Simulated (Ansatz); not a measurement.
Ansatz (a quantum-chemistry and plane-wave program) input file for C3H5BO2, SMILES OB1C=COC1, PBE0/def2-TZVPD. Geometry: B3LYP-D3(BJ)/def2-SVP. This is a generated structure with no PubChem entry under its InChIKey; it may be hypothetical. Other conformers were not sampled.

Ansatz 0.2 input:
```yaml
crystal:
  periodic: [false, false, false]
  atoms:
    - {symbol: O, position_ang: [-0.14731617, 2.18622308, -0.00000000]}
    - {symbol: B, position_ang: [-0.09899303, 0.82648404, -0.00000000]}
    - {symbol: C, position_ang: [-1.26405965, -0.16479740, -0.00000000]}
    - {symbol: C, position_ang: [-0.68120451, -1.39219115, -0.00000000]}
    - {symbol: O, position_ang: [0.66068266, -1.46600398, 0.00000000]}
    - {symbol: C, position_ang: [1.19441844, -0.11993824, 0.00000000]}
    - {symbol: H, position_ang: [0.71695204, 2.61397394, 0.00000000]}
    - {symbol: H, position_ang: [-2.34603476, -0.03586819, -0.00000000]}
    - {symbol: H, position_ang: [-1.15970907, -2.37725791, -0.00000000]}
    - {symbol: H, position_ang: [1.84094968, -0.01673006, -0.88894072]}
    - {symbol: H, position_ang: [1.84094967, -0.01673006, 0.88894072]}
basis:
  gaussian:
    orbitals: def2-TZVPD
hamiltonian:
  xc: {name: PBE0}
```

Program output:

```
WARN ansatz: RAYON_NUM_THREADS=2 ignored (pool sized by the plan → 2); use --threads N
Functional definition: PBE0
integrals: 0.20 GiB planned
1310 factors; their error is unknown
mean field: 1.94 GiB planned
mean field evaluation 1: about -7948.5122 eV, gradient 6.9e1 eV
mean field evaluation 2: about -7942.8590 eV, gradient 8.6e1 eV
mean field evaluation 4: about -7957.7817 eV, gradient 5.3e0 eV
mean field evaluation 8: about -7957.8338 eV, gradient 5.7e-1 eV
mean field evaluation 16: about -7957.8342 eV, gradient 3.0e-5 eV
mean field -7957.83424417 eV, -292.4450144593 hartree, gradient 3.0e-5 eV, S^2 0.000000; 0 other end points of the search recorded, 0 dependent functions left out
reference -7957.83428596 eV, -292.4450159952 hartree; 22, 22 occupied and 251, 251 virtual orbitals, 1310 factors
Total energy: -7957.83428596 eV, -292.4450159952 hartree
```

Self-consistency was reached.

Cost: about 8 core-seconds (a rough figure).
